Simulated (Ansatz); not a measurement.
System: SiHI2, charge 0, doublet. SiHI2 (SMILES I[SiH]I, doublet).
B3LYP-D3(BJ)/def2-TZVP minimum from Ansatz (a first-principles code):
```
Si
H 1 1.4888
I 1 2.4595 2 107.08
I 1 2.4595 2 107.08 3 -121.05
```
Charge 0, spin multiplicity 2.

Total energies in hartree (Ansatz). Open shells are spin-unrestricted; no spin-orbit coupling. Cores are frozen in correlated methods (noble-gas shells, and filled d and f shells in the p block). Past Kr the def2 sets carry scalar-relativistic core potentials. For partners of very few electrons the exact lower level stands in for a higher one. Spin-orbit terms, left out, reach several kcal/mol for Br and I, and more for heavier atoms.

```tsv
species	HF/def2-TZVPP	CCSD(T)/def2-TZVPP	HF/def2-QZVPP	CCSD(T)/def2-QZVPP	CCSD(T)/def2-SVP	CCSDT(Q)/def2-SVP
1: SiHI2 (SMILES [SiH](I)I, doublet)	-882.89416	-883.32309	-882.90530	-883.38367	-883.07970	-883.08143
2: Si (triplet)	-288.85084	-288.92770	-288.85873	-288.93839	-288.81556	-288.81596
3: I (doublet)	-296.65857	-296.79430	-296.65973	-296.81374	-296.74085	-296.74112
4: H (doublet)	-0.49981	-0.49981	-0.49998	-0.49998	-0.49928	-0.49928
```

Question: Work out the atomisation energy (electronic, to ground-state atoms) in kcal/mol: take Hartree-Fock from def2-QZVPP, extrapolate the CCSD(T) correlation energy as X^-3 (X = 3, 4), and add CCSDT(Q) - CCSD(T) in def2-SVP. 1 hartree = 627.51 kcal/mol.

Answer: 
Species 1: correlation (64·(-0.47837) - 27·(-0.42893))/37 = -0.51445; step -0.00173; E1 = -882.90530 + (-0.51445) + (-0.00173) = -883.42148
Species 2: correlation (64·(-0.07966) - 27·(-0.07686))/37 = -0.08170; step -0.00040; E2 = -288.85873 + (-0.08170) + (-0.00040) = -288.94083
Species 3: correlation (64·(-0.15401) - 27·(-0.13573))/37 = -0.16735; step -0.00027; E3 = -296.65973 + (-0.16735) + (-0.00027) = -296.82735
Species 4: correlation (64·(0.00000) - 27·(0.00000))/37 = 0.00000; step +0.00000; E4 = -0.49998 + (0.00000) + (+0.00000) = -0.49998
-1·E1 +1·E2 +2·E3 +1·E4 = 0.32597 hartree = 204.5 kcal/mol.
